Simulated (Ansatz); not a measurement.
# Worked example: the barrier

An elementary step of BN2H8Cl, singlet (BH₂Cl ([BH2][Cl]) + NH₃ + NH₃ → BNH₄ ([BH2][NH2]) + HCl + NH₃; bonds formed: Cl2–H7, H5–N8; dative contacts that become bonds: B1–N6; bonds broken: B1–Cl2, H5–N6, H7–N8). “Start” is the structure reached by relaxing down from the saddle towards the reactants; PBE0-D4/def2-TZVP structures. The saddle:

```
12
angstrom
B -1.4743 -0.7941 -0.2487
Cl -0.4224 0.8770 -2.0270
H -1.4084 -1.6548 -1.0723
H -2.4111 -0.0602 -0.1630
H 0.9471 0.2872 0.5529
N -0.5856 -0.8795 0.8822
H 0.7869 1.0428 -0.9566
N 1.5055 0.9613 -0.0016
H -0.0773 -1.7381 1.0290
H -0.8795 -0.4685 1.7552
H 1.6036 1.8445 0.4837
H 2.4153 0.5823 -0.2339
```

Computed with Ansatz 0.2.0 (basis: def2-TZVPP and def2-QZVPP); correlated methods freeze the cores.

Energies in eV:

| quantity | saddle | start |
| --- | --- | --- |
| Hartree–Fock, triple zeta (X = 3) | -16267.97598 | -16269.05785 |
| Hartree–Fock, quadruple zeta (X = 4) | -16268.51987 | -16269.59155 |
| MP2 correlation, X = 3 | -21.41803 | -21.43737 |
| MP2 correlation, X = 4 | -23.06654 | -23.06502 |
| CCSD(T) correlation, X = 3 | -23.58794 | -23.61984 |

Q: Work out the barrier at the basis limit: extrapolate Hartree–Fock as E(X) = E∞ + A exp(−7.88 √X) and the MP2 correlation as E(X) = E∞ + B X^−2.97 (the exponents that Neese and Valeev fitted for def2-TZVPP and QZVPP), then add CCSD(T) − MP2 in triple zeta.

A: Each step is linear, so take the differences first (saddle − start): Hartree–Fock 1.08187 (X = 3) and 1.07168 (X = 4); MP2 correlation 0.01934 and -0.00152; CCSD(T) correlation 0.03190.
Two points give E∞ = E(4) + w [E(4) − E(3)], with w = 1/(exp(7.88 (2 − √3)) − 1) = 0.1377 for Hartree–Fock and w = 1/((4/3)^2.97 − 1) = 0.7407 for the correlation.
Hartree–Fock: 1.07168 + 0.1377 × (-0.01019) = 1.0703 eV.
MP2 correlation: -0.00152 + 0.7407 × (-0.02086) = -0.0170 eV.
CCSD(T) − MP2: 0.03190 − 0.01934 = 0.0126 eV.
Sum: 1.0703 + (-0.0170) + 0.0126 = 1.0659 eV, or 24.58 kcal/mol. Plain CCSD(T) in triple zeta gives 1.1138 eV, so the larger basis shifts the result by -0.0479 eV.

The T1 diagnostic stays at or below 0.011.

The step is the kind of exchange with an N–H group that builds nitride films in atomic layer and chemical vapour deposition.

Labels in which every atom is bracketed show which atoms are joined, not bond orders.

For scale, one of the runs: CCSD(T)/def2-TZVPP, 247 basis functions, launched by `ansatz run in.yaml --threads 4 --pin off --events-out ev --progress --plain --max-ram 9574MiB`. The run took 2.1 min on 4 CPU threads of an Arm Neoverse V1 (shared host), with 5.1 GiB of host memory at its peak.
